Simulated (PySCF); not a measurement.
A structure optimised at PBE-D3(BJ)/def2-SVP, used in a PySCF frequency run:

```
C
C 1 1.4262
C 2 1.3868 1 120.89
H 3 1.1006 2 120.06 1 180.00
H 2 1.1014 3 120.46 4 0.00
C 3 1.4217 4 119.66 2 180.00
C 6 1.3868 3 120.27 4 180.00
H 6 1.1006 7 120.06 3 180.00
H 7 1.1014 6 120.46 8 0.00
C 7 1.4262 9 118.65 6 180.00
C 10 1.4262 7 122.33 9 0.00
C 11 1.3868 10 120.89 7 180.00
H 12 1.1006 11 120.06 10 180.00
H 11 1.1014 12 120.46 13 0.00
C 12 1.4217 13 119.66 11 180.00
C 15 1.3868 12 120.27 13 180.00
H 15 1.1006 16 120.06 1 180.00
H 16 1.1014 15 120.46 17 0.00
```
Charge 0, spin multiplicity 1.

**Question.** Write its SMILES, formula and point group.

**Answer.** c1ccc2ccccc2c1, C₁₀H₈, D2h

**Question.** What are its rotational constants (standard atomic weights)?

**Answer.** 3.0796, 1.2159, 0.87173 GHz
